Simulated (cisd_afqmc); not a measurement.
Input (AFQMC/CISD/aug-cc-pV(Q+d)Z; cisd_afqmc is a phaseless AFQMC code with CISD trial states that reads the integrals written by Ansatz): A basis named .json is the Basis Set Exchange file of that set.

Ansatz 0.2 input:
```python
import cisd_afqmc

open("ham.yaml", "w").write("""\
crystal:
  periodic: [false, false, false]
  atoms:
    - {symbol: P, position_ang: [0.00000000, 0.00000000, 0.00000000]}
basis:
  gaussian:
    orbitals: aug-cc-pV_Q+d_Z.json
total_charge: 1
magnetization: {spin_polarized: true, initial_magnetization: 2}
correlation: {method: ccsd, electrons: outside_noble_gas, hamiltonian_folder: ham}
scf: {lower_state_search: full}
""")
rep = cisd_afqmc.ansatz("ham.yaml")
e_ccsd = rep["correlation"]["coupled_cluster"]["energy"]["hartree"]
out = cisd_afqmc.run("ham", e_ccsd, trial="CISD", walkers=100, populations=8, threads=8, dt=0.005, steps=40, early=24, settle=10, least=32,
    cut=5e-5, rank_cut=2e-4, target=0.0004, seconds=1500, seed=1, memory=12960, gpu=False)
```

Output:

```
orbitals 84, occupied [3, 1], factors 393 of 549, rank of the doubles 120 of 326
E(HF) = -340.354693
E(CCSD) on the cut factors = -340.440051, shift to the whole factors 0.000003
Energy of the trial state on the determinant = -340.439972
  tau behind 7.2 of longer steps, mean of the populations' last blocks
   2.0  -340.44208
   4.0  -340.44299
   6.0  -340.44302
   8.0  -340.44307
blocks 276 (0 outliers left out), error by blocks joined: 1: 0.00006, 2: 0.00007, 4: 0.00009, 8: 0.00009, 16: 0.00010
E(AFQMC/CISD) = -340.44298 +/- 0.00010
```
